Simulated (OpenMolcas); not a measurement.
Potential curves of InCl: spin-free states

Computed with OpenMolcas 26.06: state-averaged CASSCF(8,7) over In 5s 5p, Cl 3p, XMS-CASPT2 (IPEA 0.25, imaginary shift 0.2 hartree), scalar X2C, ANO-RCC-VTZP, then RASSI spin–orbit state interaction with atomic mean-field integrals. C2 symmetry about the axis (a holds Σ, Δ, Γ; b holds Π, Φ, H; Σ⁺ and Σ⁻ are not told apart); roots by multiplicity and irrep: 1a 5, 3b 4, 1b 2, 3a 5.

XMS-CASPT2 energies in eV from the lowest point. Curves are followed by energy order within each symmetry, so they are adiabatic and may change character at avoided crossings; Σ⁺ and Σ⁻ are counted together.

```tsv
R (Å)	(1)1Σ	(1)3Π	(1)1Π	(1)1Δ	(1)3Δ	(2)1Σ	(3)3Σ
2.104	0.688	4.030	5.469	7.815	7.748	7.878	7.910
2.226	0.198	3.662	5.043	6.808	6.765	6.861	6.916
2.336	0.021	3.582	4.865	6.181	6.157	6.229	6.291
2.446	0.000	3.648	4.807	5.739	5.730	5.784	5.849
2.568	0.099	3.796	4.800	5.392	5.404	5.433	5.505
2.691	0.270	3.989	4.796	5.156	5.180	5.195	5.269
```

The 7 lowest clean curves are shown; the next is (3)1Σ, from 5.35 eV. Left out for impure symmetry, kinks or missing points, though low: (1)3Σ, (2)3Σ. Only roots inside an energy window near the equilibrium distance were included, so the list of states is not complete; labels number the states computed. Each spin and symmetry block has orbitals of its own, averaged over its own roots, so gaps between blocks are less sure than gaps within one and near the minimum can be off by tenths of an eV, in bad cases by more. No Rydberg orbitals are active, so Rydberg states, and σ→σ* states whose orbital the CASSCF left unused, can be missing between those listed. CASPT2 splits the two components of degenerate states numerically, here by up to 46 cm⁻¹. Points that failed a check (symmetry, reference weights, a jump) are left out.
